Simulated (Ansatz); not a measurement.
Task: Predict a relaxed structure of Sn4Te3, charge 0, singlet, at r2SCAN-D4/def2-SVP (Ansatz).

Result: 
Cartesian coordinates in Å:
```
Sn -1.686 -1.230 -0.954
Sn 2.042 0.220 -0.841
Sn -0.482 -0.893 2.058
Sn -1.453 1.733 0.387
Te 1.155 1.501 1.688
Te 0.849 -2.390 -0.072
Te -0.425 1.059 -2.266
```
Point group C3v (tolerance 0.1 Å). This is one stationary point.

In the def2 sets Sn, Te take a core potential; there is no spin–orbit coupling. The structure comes from a short search, and lower isomers may exist.
